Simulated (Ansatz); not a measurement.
## Run times for SnSiH6O (SMILES [SiH3][O][SnH3])

The species is SnSiH6O (9 atoms), meant as a singlet with charge 0. SMILES: `[SiH3][O][SnH3]`. Geometry: relaxed at PBE0-D4/def2-TZVP.

```xyz
9

Si   -0.7075    1.1063   -0.9618
O     0.5496    0.2327   -0.4110
Sn    0.8371   -1.1457    0.9564
H    -1.7860    0.2281   -1.5020
H    -0.2330    2.0041   -2.0464
H    -1.3096    1.9374    0.1212
H     2.4937   -1.4998    0.8299
H    -0.1660   -2.4609    0.5447
H     0.4101   -0.4484    2.4520
```

Program: Ansatz 0.2.0. Hardware: 1 thread of Intel Xeon 6975P-C (Granite Rapids), shared host, so times are rough. Ansatz fits the integrals of SCF and DFT runs by default. Its times include its search for lower SCF states.

(1) Estimate their order by wall time, quickest first.
A. energy at BCCD(T)/def2-SVP (core potential), 10 core orbitals frozen
B. energy at HF/STO-3G
C. energy at B2PLYP/def2-SVP (core potential), 10 core orbitals frozen
D. energy at SVWN5/def2-SVP (core potential)

Results:

(1) B (0.76 s), D (2.9 s), C (8.1 s), A (24 s).
